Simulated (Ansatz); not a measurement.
`C1[SiH2][AlH][SiH2]1`. Charge 0, multiplicity 1. Geometry: relaxed with PBE0-D4/def2-TZVP.

```xyz
11

C     1.090    0.315   -0.159
Si    0.360   -0.755    1.239
Al   -1.637   -1.028   -0.167
Si   -0.464    0.934   -1.070
H     1.775    1.100    0.170
H     1.639   -0.347   -0.839
H     0.045    0.121    2.409
H     1.279   -1.824    1.730
H    -2.896   -1.967   -0.405
H    -0.234    1.274   -2.505
H    -0.958    2.177   -0.401
```

(1) What is the dipole moment at ωB97M-V/def2-TZVPP? (Best estimate.)

(2) And with PBE, r2SCAN, B3LYP? (Estimate.)

(3) Give the Mulliken charges with ωB97M-V, B3LYP, r2SCAN in def2-TZVPP. (An estimate is asked.)

Answers

(1) Computed: 0.79 D, with components (-0.24, -0.65, -0.39) D in this frame, pointing from negative to positive charge.

(2) Computed: PBE 0.60 D, r2SCAN 0.64 D, B3LYP 0.74 D.

(3) The calculation gave: 
```tsv
atom	ωB97M-V	B3LYP	r2SCAN
C1	-0.44	-0.34	-0.31
Si2	0.04	0.12	0.10
Al3	0.28	0.30	0.38
Si4	0.04	0.12	0.10
H5	0.12	0.10	0.08
H6	0.14	0.11	0.10
H7	-0.03	-0.07	-0.07
H8	-0.03	-0.07	-0.08
H9	-0.08	-0.11	-0.14
H10	-0.03	-0.07	-0.08
H11	-0.03	-0.07	-0.07
```

B3LYP here is the variant with VWN-RPA as its local correlation; programs differ in this.
